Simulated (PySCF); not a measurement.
SCF from a fresh guess for quintet H2OsS, at the PBE0 minimum. PySCF input:

```python
from pyscf import gto, scf, dft
mol = gto.M(atom='''
Os     0.004800     0.292080     0.000000
S      0.000000    -1.834730    -0.000000
H     -0.457440     1.286350     1.226760
H     -0.457440     1.286350    -1.226760''',
    basis={'Os': 'def2-TZVP', 'S': 'def2-TZVP', 'H': 'def2-TZVP'},
    ecp={'Os': 'def2-TZVP'},
    charge=0, spin=4)
mf = dft.UKS(mol, xc='PBE0')
mf.grids.atom_grid = (50, 194)
aux = {'Os': 'def2-universal-JKFIT', 'S': 'def2-universal-JKFIT', 'H': 'def2-universal-JKFIT'}
mf = mf.density_fit(auxbasis=aux)
mf.conv_tol = 1e-08
mf.diis_space = 10
mf.max_cycle = 60
mf.init_guess = 'minao'
mf.verbose = 4
mf.kernel()
```

Excerpt of the output (cycles alone):

```
init E= -472.699341131802
cycle= 1 E= -489.711103891304  delta_E=  -17  |g|= 0.487  |ddm|= 5.66
cycle= 2 E= -488.92723154628  delta_E= 0.784  |g|= 1.29  |ddm|= 1.31
cycle= 3 E= -489.862468223181  delta_E= -0.935  |g|= 0.105  |ddm|= 0.979
cycle= 4 E= -489.863410904712  delta_E= -0.000943  |g|= 0.12  |ddm|= 0.16
cycle= 5 E= -489.870303402085  delta_E= -0.00689  |g|= 0.0506  |ddm|= 0.0779
cycle= 6 E= -489.871712186115  delta_E= -0.00141  |g|= 0.0315  |ddm|= 0.0555
cycle= 7 E= -489.87262482392  delta_E= -0.000913  |g|= 0.00529  |ddm|= 0.0525
cycle= 8 E= -489.872709567204  delta_E= -8.47e-05  |g|= 0.00323  |ddm|= 0.0156
cycle= 9 E= -489.872747851692  delta_E= -3.83e-05  |g|= 0.0015  |ddm|= 0.0112
cycle= 10 E= -489.872762516289  delta_E= -1.47e-05  |g|= 0.000466  |ddm|= 0.0108
cycle= 11 E= -489.872763230849  delta_E= -7.15e-07  |g|= 0.00021  |ddm|= 0.00173
cycle= 12 E= -489.872763374782  delta_E= -1.44e-07  |g|= 9.36e-05  |ddm|= 0.000917
cycle= 13 E= -489.872763390606  delta_E= -1.58e-08  |g|= 2.82e-05  |ddm|= 0.000322
cycle= 14 E= -489.872763391675  delta_E= -1.07e-09  |g|= 1.02e-05  |ddm|= 7.11e-05
Extra cycle  E= -489.872763391544  delta_E= 1.31e-10  |g|= 2.22e-05  |ddm|= 2.85e-05
converged SCF energy = -489.872763391544  <S^2> = 6.0172131  2S+1 = 5.0068805
```

No lower solution of this spin was found from smeared starts or by a stability analysis within the unrestricted form.

With open d or f shells other occupations or spin states may lie lower. With an element this heavy the missing spin–orbit coupling can shift these numbers.

The search for the lowest solution, 3 starts and the stability check together, took 8.1 s on 4 threads of a shared Arm Neoverse V1 host, with 89 basis functions; the process peaked at 0.46 GiB. Launch command: `OMP_NUM_THREADS=4 python axn.py task.json out`.
